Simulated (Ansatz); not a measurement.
One change: `[F][GaH][SH]` becomes `[F][GaH][F]`.

Ansatz, PBE0-D4/def2-TZVP geometries, multiplicity 1. Each molecule was computed in one conformer, which needn't be the lowest.

Scalar relativity is left out up to krypton.

```
                                                                                  property  `[F][GaH][SH]`
                                                     LUMO energy (ωB97M-V/def2-TZVPP) / eV            0.46
ideal-gas entropy at 298 K and 1 bar (rigid rotor, harmonic PBE0-D4/def2-TZVP) / J/(mol·K)             303
                                        size of the dipole moment (ωB97M-V/def2-TZVPP) / D            1.26
                                          size of the dipole moment (B3LYP/def2-TZVPP) / D            1.27
                                                       HOMO–LUMO gap (PBE/def2-TZVPP) / eV            4.84
                                                     HOMO–LUMO gap (B3LYP/def2-TZVPP) / eV            6.30
```

**Question.** Give the same properties after the change, and the shifts. (An estimate is asked.)

**Answer.** The calculation gave: 
```json
{"property": "LUMO energy (ωB97M-V/def2-TZVPP) / eV", "`[F][GaH][F]`": "0.33", "shift": "-0.13"}
{"property": "ideal-gas entropy at 298 K and 1 bar (rigid rotor, harmonic PBE0-D4/def2-TZVP) / J/(mol·K)", "`[F][GaH][F]`": "278", "shift": "-25"}
{"property": "size of the dipole moment (ωB97M-V/def2-TZVPP) / D", "`[F][GaH][F]`": "2.52", "shift": "1.26"}
{"property": "size of the dipole moment (B3LYP/def2-TZVPP) / D", "`[F][GaH][F]`": "2.53", "shift": "1.26"}
{"property": "HOMO–LUMO gap (PBE/def2-TZVPP) / eV", "`[F][GaH][F]`": "6.53", "shift": "1.69"}
{"property": "HOMO–LUMO gap (B3LYP/def2-TZVPP) / eV", "`[F][GaH][F]`": "8.46", "shift": "2.16"}
```

With PBE0 the HOMO falls by 2.31 eV and the LUMO falls by 0.12 eV, so the gap widens by about 2.19 eV. PBE moves the HOMO by -1.83 eV and ωB97M-V by -2.47 eV. The zero-point energy changes by -19.8 kJ/mol with -3 modes. Dipoles are sizes alone; their direction can turn.

B3LYP here is the variant with VWN-RPA as its local correlation; programs differ in this.
